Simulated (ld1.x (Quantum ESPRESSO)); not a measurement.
## Reading a pseudo-wave (aluminium (Al))

Columns: radius, all-electron u(r) and pseudo u(r) of the 3p shell (level -3.02 eV) of aluminium in the configuration [Ne] 3s1.5 3p1.5; PBEsol, scalar-relativistic, ultrasoft scheme, ld1.x (Quantum ESPRESSO) 7.5.

```tsv
r (bohr)	all-electron	pseudo
0.130	0.1064	-0.0053
0.260	0.2018	-0.0211
0.390	0.2181	-0.0464
0.520	0.1777	-0.0802
0.650	0.1071	-0.1207
0.780	0.0239	-0.1660
0.910	-0.0617	-0.2143
1.040	-0.1438	-0.2635
1.170	-0.2193	-0.3119
1.300	-0.2869	-0.3578
1.430	-0.3464	-0.4000
1.560	-0.3981	-0.4375
1.690	-0.4420	-0.4701
1.820	-0.4784	-0.4973
1.950	-0.5076	-0.5195
2.080	-0.5302	-0.5369
2.210	-0.5468	-0.5499
2.340	-0.5580	-0.5591
2.470	-0.5645	-0.5647
2.600	-0.5667	-0.5667
2.730	-0.5654	-0.5654
2.860	-0.5608	-0.5608
2.990	-0.5537	-0.5537
3.120	-0.5442	-0.5442
3.250	-0.5329	-0.5329
3.380	-0.5201	-0.5201
```

How many radial nodes do the two functions have?

The all-electron 3p function has n − l − 1 = 1; the pseudo-wave has 0, since the states of the same l below it are removed with the core.

At about which radius was the pseudo-wave matched?

2.60 bohr, where the columns begin to agree (steps of 0.13 bohr).

Is the pseudo-wave norm-conserving?

No, it belongs to an ultrasoft set: the norm inside the radius is not constrained, and the difference is carried by the augmentation charge.
